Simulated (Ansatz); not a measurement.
Coupled-cluster diagnostics for the cluster Ti₂O₅H₂ (the lowest singlet isomer of a short search), Ansatz.

Geometry of the singlet (PBE-D4/def2-SVP):

```csv
atom,x (Å),y (Å),z (Å)
Ti1,-0.026,1.202,0.095
Ti2,0.024,-1.202,-0.105
O3,-1.404,0.168,0.335
O4,-0.061,3.013,0.132
O5,0.139,-2.994,-0.347
O6,0.441,0.116,-1.331
O7,0.924,-0.291,1.074
H8,0.620,-3.788,-0.063
H9,-0.656,3.777,0.209
```

Correlated methods freeze 15 core orbitals; core or outer-core shells of Ti are correlated, in sets that lack core-valence functions. In CCSD on the charge 1 doublet the largest single amplitude is 0.32, so its Hartree–Fock determinant may place the open shell otherwise than the density functionals do. The structure comes from a short search, and lower isomers may exist.

(1) Estimate the CCSD(T) correlation energy, the shares of MP2 and (T), T1 and the reference's ⟨S²⟩ for: charge 0, singlet, own geometry in def2-SVP; charge 1, doublet, vertical in def2-SVP; and the rough time on 4 threads of Arm Neoverse V2 on a shared host.

## Answers

(1) 
| state | basis | correlation (eV) | MP2 share (%) | (T) share (%) | T1 | ⟨S²⟩ (pure) | wall time | remarks |
| --- | --- | --- | --- | --- | --- | --- | --- | --- |
| charge 0, singlet, own geometry | def2-SVP | -45.059 | 97.1 | 5.7 | 0.031 | 0.00 (0.00) | 56 s | – |
| charge 1, doublet, vertical | def2-SVP | -44.073 | 86.7 | 5.4 | 0.083 | 1.96 (0.75) | 4.4 min | large T1 (0.083), spin-contaminated (⟨S²⟩ 1.96) |
Customary marks for T1 are 0.02 (closed shells), 0.045 (open shells) and about 0.05 (3d metals). T1 exceeds 0.02 in 2 of 2 rows and 0.045 in 1; the higher it lies, the less the single-reference result can be trusted.
